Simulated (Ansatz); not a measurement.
Species: Si₂H₃, charge 0, doublet. Si2H3 (SMILES [SiH]=[SiH2], doublet).
B3LYP-D3(BJ)/def2-TZVP minimum from Ansatz (a program for electronic structure):
```xyz
5

Si    -1.2264     0.1449    -0.1145
Si     1.0462    -0.0389     0.0964
H     -1.3325    -1.3477     0.1685
H      1.8899    -1.2636     0.0402
H      1.9663     1.1277     0.0447
```
Charge 0, spin multiplicity 2.

Total energies in hartree (Ansatz). Open shells are spin-unrestricted; no spin-orbit coupling. Cores are frozen in correlated methods. No relativity. Where a partner has so few electrons that a lower coupled-cluster level is exact, that level stands in. The UHF reference of H3Si2 ([SiH]=[SiH2], doublet) is spin-contaminated (<S^2> up to 0.19 over the pure value in the sets run).

```tsv
species	HF/cc-pV(T+d)Z	CCSD(T)/cc-pV(T+d)Z	HF/cc-pV(Q+d)Z	CCSD(T)/cc-pV(Q+d)Z	CCSDT(Q)/cc-pV(T+d)Z
1: Si2H3 (SMILES [SiH2]=[SiH], doublet)	-579.54666	-579.80926	-579.55237	-579.82775	-579.81187
2: Si (triplet)	-288.85649	-288.93344	-288.85845	-288.93781	-288.93426
3: H (doublet)	-0.49981	-0.49981	-0.49995	-0.49995	-0.49981
```

Work out the atomisation energy (electronic, to ground-state atoms) in kcal/mol: take Hartree-Fock from cc-pV(Q+d)Z, extrapolate the CCSD(T) correlation energy as X^-3 (X = 3, 4), and add CCSDT(Q) - CCSD(T) in cc-pV(T+d)Z. 1 hartree = 627.51 kcal/mol.


Species 1: correlation (64·(-0.27538) - 27·(-0.26260))/37 = -0.28471; step -0.00261; E1 = -579.55237 + (-0.28471) + (-0.00261) = -579.83969
Species 2: correlation (64·(-0.07936) - 27·(-0.07695))/37 = -0.08112; step -0.00082; E2 = -288.85845 + (-0.08112) + (-0.00082) = -288.94039
Species 3: correlation (64·(0.00000) - 27·(0.00000))/37 = 0.00000; step +0.00000; E3 = -0.49995 + (0.00000) + (+0.00000) = -0.49995
-1·E1 +2·E2 +3·E3 = 0.45906 hartree = 288.1 kcal/mol.
